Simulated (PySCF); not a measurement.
# Broadened absorption spectrum of C7H6F2O

Compound: C7H6F2O.
SMILES: `FC(F)c1ccc(cc1)O`

Method used: TDDFT wB97X-D/def2-SVPD, vertical, gas phase, core orbitals frozen in the response (PySCF). The structure is a single PBE0-D3(BJ)/def2-SVP conformer in the gas phase; no vibrational or solvent corrections. Torsions of this conformer, `[OH:1][c:2]1[cH:3][cH:4][c:5]([CH:6]([F:7])[F:8])[cH:9][cH:10]1`: C4–C5–C6–F7 -51°, H–O1–C2–C3 0°.

Broadening: Gaussians 0.3 eV wide at half height, area fixed by f = 4.319×10⁻⁹ ∫ε dν̃. The cross-section is σ = 3.8235×10⁻²¹ ε cm², given in Mb (10⁻¹⁸ cm²). The width is an assumption, not a result. The curve ends short of the highest state used, and states not computed would add to its high-energy end.

| E (eV) | σ (Mb) |
| --- | --- |
| 4.74 | 0.01 |
| 4.79 | 0.05 |
| 4.83 | 0.13 |
| 4.88 | 0.37 |
| 4.93 | 0.87 |
| 4.98 | 1.79 |
| 5.03 | 3.15 |
| 5.08 | 4.74 |
| 5.12 | 5.88 |
| 5.17 | 6.71 |
| 5.22 | 6.56 |
| 5.27 | 5.50 |
| 5.32 | 3.96 |
| 5.37 | 2.45 |
| 5.41 | 1.52 |
| 5.46 | 0.83 |
| 5.51 | 0.76 |
| 5.56 | 1.51 |
| 5.61 | 3.57 |
| 5.66 | 7.63 |
| 5.71 | 14.07 |
| 5.75 | 20.56 |
| 5.80 | 28.74 |
| 5.85 | 34.45 |
| 5.90 | 35.39 |
| 5.95 | 31.18 |
| 6.00 | 23.54 |
| 6.04 | 16.83 |
| 6.09 | 9.63 |
| 6.14 | 4.72 |
| 6.19 | 1.99 |
| 6.24 | 0.72 |
| 6.29 | 0.23 |
| 6.33 | 0.10 |
| 6.38 | 0.11 |
| 6.43 | 0.37 |
| 6.48 | 1.32 |
| 6.53 | 4.19 |
| 6.58 | 11.57 |
| 6.62 | 23.61 |
| 6.67 | 50.95 |
| 6.72 | 96.22 |
| 6.77 | 159.54 |
| 6.82 | 232.84 |

(1) Locate the maxima and give the states behind the curve.

(2) On this curve, what absorbance would a 10⁻³ mol/L sample give at 222 nm over a 1 cm path?

(3) Coming from long wavelengths, where does ε first pass 100 L mol⁻¹ cm⁻¹?

## Answers

(1) 239 nm (5.19 eV), ε about 1800, made up of S1 (100%); 211 nm (5.88 eV), ε about 9300, made up of S2 (100%) (ε in L mol⁻¹ cm⁻¹; maxima over ε = 5, shares over 10%). At its high-energy end, 6.82 eV, the curve is still rising (ε about 61000, from S4 and S5). The states used: S1 5.19 eV (f 0.020); S2 5.88 eV (f 0.104); S3 6.63 eV (f 0.0002); S4 6.87 eV (f 0.409); S5 6.98 eV (f 0.686); S6 7.42 eV (f 0.0004).

(2) 222 nm is 5.585 eV, where ε is about 610 L mol⁻¹ cm⁻¹, so A = ε c l ≈ 0.61 (Beer–Lambert, with the gas-phase spectrum and the assumed width).

(3) At about 254 nm (4.88 eV), 0.30 eV below S1.

The run took about 1.8 min of CPU time (one thread, shared machine).
